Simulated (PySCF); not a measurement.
Compound: BH7N2Si.
Atom-mapped SMILES: `[NH2:1][BH:2][NH:3][SiH3:4]` (hydrogens: H5, H6 on N1; H7 on B2; H8 on N3; H9, H10, H11 on Si4)

All values: PBE0/pcSseg-1 and wB97X-D/def2-SVPD (PySCF, non-relativistic), on one gas-phase PBE0-D3(BJ)/def2-SVP geometry that isn't relaxed in the solvent. The solvent is an IEF-PCM continuum (Bondi radii, 1.10 Å for H, scaled by 1.2). Only the electrostatic response of the medium enters.

Gas phase at PBE0/pcSseg-1: HOMO -7.10 eV, LUMO 0.86 eV, dipole 2.13 D.

Task: What does the continuum do to the energy, the frontier levels and the dipole at PBE0/pcSseg-1 in acetonitrile and dimethylsulfoxide?

Result: 
| solvent | ε | E(solvent) − E(gas) (kJ/mol) | polarisation term (kJ/mol) | distortion of the solute (kJ/mol) | HOMO (eV) | LUMO (eV) | dipole (D) |
| --- | --- | --- | --- | --- | --- | --- | --- |
| acetonitrile | 35.69 | -17.78 | -19.98 | 2.20 | -7.03 | 0.95 | 2.68 |
| dimethylsulfoxide | 46.83 | -18.00 | -20.25 | 2.25 | -7.03 | 0.95 | 2.69 |

The first energy column is the sum of the next two and covers electrostatics alone. From acetonitrile to dimethylsulfoxide the lowering changes by a factor 1.01, Onsager's factor (ε − 1)/(2ε + 1) by 1.01 and ε itself by 1.3.

Task: Which radius a makes the point-dipole formula ΔE = −[(ε − 1)/(2ε + 1)]·μ²/a³ give the value in dimethylsulfoxide, with the gas-phase dipole?

Result: μ = 0.838 au and |ΔE| = 0.00685 Eh give a = 1.94 Å; the farthest nucleus lies 3.07 Å from the centroid of the nuclei, so such a sphere wouldn't even hold the nuclei. The formula assumes a rigid point dipole at the centre of a sphere.

Task: Which IAO charges (PBE0/pcSseg-1) respond most in acetonitrile (means over atoms taken as equivalent)?

Result: 
| atoms | environment | gas (e) | solvent (e) | change |
| --- | --- | --- | --- | --- |
| H8 | N–H hydrogen | +0.255 | +0.275 | +0.020 |
| B2 | three-coordinate boron | +0.152 | +0.136 | -0.016 |
| H5/H6 | N–H hydrogen | +0.264 | +0.279 | +0.015 |
| H7 | B–H hydrogen | -0.014 | -0.026 | -0.012 |
| N1 | boron-bound nitrogen | -0.574 | -0.581 | -0.007 |
| N3 | silicon-bound nitrogen | -0.692 | -0.697 | -0.005 |
| H9/H10/H11 | Si–H hydrogen | -0.133 | -0.137 | -0.004 |
| Si4 | SiH3 silicon | +0.744 | +0.748 | +0.004 |

Task: Which Mayer bond orders change most in acetonitrile?

Result: 
| bond | length (Å) | gas | solvent | change |
| --- | --- | --- | --- | --- |
| N1–B2 | 1.407 | 1.282 | 1.319 | +0.037 |
| N3–H8 | 1.016 | 0.916 | 0.902 | -0.014 |
| N3–Si4 | 1.743 | 0.965 | 0.978 | +0.013 |
| N1–H6 | 1.011 | 0.945 | 0.933 | -0.012 |
| N1–H5 | 1.009 | 0.949 | 0.939 | -0.010 |
| B2–N3 | 1.428 | 1.130 | 1.139 | +0.009 |
| Si4–H11 | 1.490 | 0.950 | 0.944 | -0.006 |
| B2–H7 | 1.213 | 0.964 | 0.962 | -0.002 |

Task: How do the nuclear quadrupole coupling constants eQVzz/h respond in acetonitrile?

Result: 
```json
{"nucleus": "14N at N1", "Q (barn)": "0.02044", "gas (MHz)": "-3.85", "solvent (MHz)": "-3.48", "η gas": "0.50", "η solvent": "0.50"}
{"nucleus": "11B at B2", "Q (barn)": "0.04059", "gas (MHz)": "3.29", "solvent (MHz)": "3.21", "η gas": "0.13", "η solvent": "0.09"}
{"nucleus": "14N at N3", "Q (barn)": "0.02044", "gas (MHz)": "-2.96", "solvent (MHz)": "-2.77", "η gas": "0.67", "η solvent": "0.61"}
```

Gas phase at wB97X-D/def2-SVPD: HOMO -9.08 eV, LUMO 1.85 eV, dipole 2.05 D.

Task: What does the continuum do to the energy, the frontier levels and the dipole at wB97X-D/def2-SVPD in acetonitrile?

Result: 
```csv
solvent,ε,E(solvent) − E(gas) (kJ/mol),polarisation term (kJ/mol),distortion of the solute (kJ/mol),HOMO (eV),LUMO (eV),dipole (D)
acetonitrile,35.69,-17.47,-19.95,2.48,-9.00,1.95,2.66
```

Task: How does the static polarisability (wB97X-D/def2-SVPD, frozen core, with the continuum's full static response) change?

Result: 
| medium | isotropic (au) | principal values (au) | ⟨r²⟩ of the electrons (bohr²) |
| --- | --- | --- | --- |
| gas | 59.9 | 49.9, 56.2, 73.6 | 556.7 |
| acetonitrile | 78.6 | 68.3, 76.0, 91.3 | 556.2 |

The isotropic value in acetonitrile is 1.31 times the gas-phase one; no cavity-field correction is applied. ⟨r²⟩ is taken about the centre of nuclear charge.

Time: 15 s of wall time; peak memory 0.54 GiB. Hardware: one thread, Intel Xeon at 2.50 GHz (x86_64), no GPU, shared host with 64 logical CPUs at a one-minute load of 63. This is the whole shielding run at PBE0/pcSseg-1 in dimethylsulfoxide, SCF included.

Conformer computed: `[NH2:1][BH:2][NH:3][SiH3:4]`: N1–B2–N3–Si4 -177°, H–N1–B2–N3 -179°, H–N1–B2–N3 0°.

Note: wB97X-D ran without an empirical dispersion term, which enters the total energy and its gradient alone.
